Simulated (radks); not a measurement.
Effect of the nuclear size on neutral silicon, [Ne] 3s2 3p2. Calculated with a radial shooting solver on a logarithmic mesh with Libxc functionals: Dirac Kohn-Sham, BLYP, spin-unpolarised, spherical densities, finite nucleus; open shells are shared between the two j in proportion to 2j + 1; Fermi nuclear charge, rms radius 3.1224 fm. The rms radius is varied about that value; shifts are against it.

| rms radius (fm) | total energy shift (eV) | density at nucleus (e/bohr^3) | 1s1/2 shift (meV) | 2s1/2 shift (meV) |
|---|---|---|---|---|
| 2.7789 | -0.00110 | 1914 | -0.459 | -0.030 |
| 2.857 | -0.000862 | 1913 | -0.359 | -0.023 |
| 3.1224 | 0 | 1911 | 0.000 | 0.000 |
| 3.2504 | 0.000443 | 1910 | 0.185 | 0.012 |
| 3.8843 | 0.00289 | 1905 | 1.21 | 0.078 |

Slopes of the eigenvalues against <r^2> in GHz/fm^2, as finite differences over the two radii next to the reference (eigenvalue slopes, not the field-shift constants of lines): 1s1/2 54.7, 2s1/2 3.52.
